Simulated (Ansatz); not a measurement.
Be₄F₆⁺. The state is a doublet with charge 1. Geometry r2SCAN-D4/def2-SVP, basis def2-TZVP, Ansatz.

```xyz
10

Be    0.193    1.529   -1.272
Be   -3.240   -2.377    1.038
Be   -0.844   -0.617    0.264
Be    1.902    0.003    0.605
F    -0.032    2.529   -2.211
F    -2.052   -1.500    0.650
F    -0.956    0.491   -0.735
F     1.412    1.031   -0.450
F     3.107   -0.274    1.239
F     0.509   -0.818    0.871
```

```csv
run,HOMO (eV),LUMO (eV)
A,-12.11,-7.52
B,-13.20,-7.15
C,-10.93,-8.27
D,-12.84,-7.18
E,-11.15,-7.84
F,-11.98,-7.40
```

Another isomer (doublet) lies 0.07 eV lower at PBE0-D4/def2-TZVP; other spin states weren't run for this one.

HOMO and LUMO are taken over both spins.

Task: The runs used BHLYP, CAM-B3LYP, PBE, PBE0, r2SCAN, r2SCAN0. Estimate which is which.

Result: A r2SCAN0 (25 % exact exchange); B CAM-B3LYP (range-separated); C PBE (0 % exact exchange); D BHLYP (50 % exact exchange); E r2SCAN (0 % exact exchange); F PBE0 (25 % exact exchange). Exact exchange lowers occupied and raises empty levels; among semilocal functionals meta-GGAs tend to open the gap a little, and such runs are hard to tell apart. The gap grows from 2.65 eV (PBE) to 6.05 eV (CAM-B3LYP).
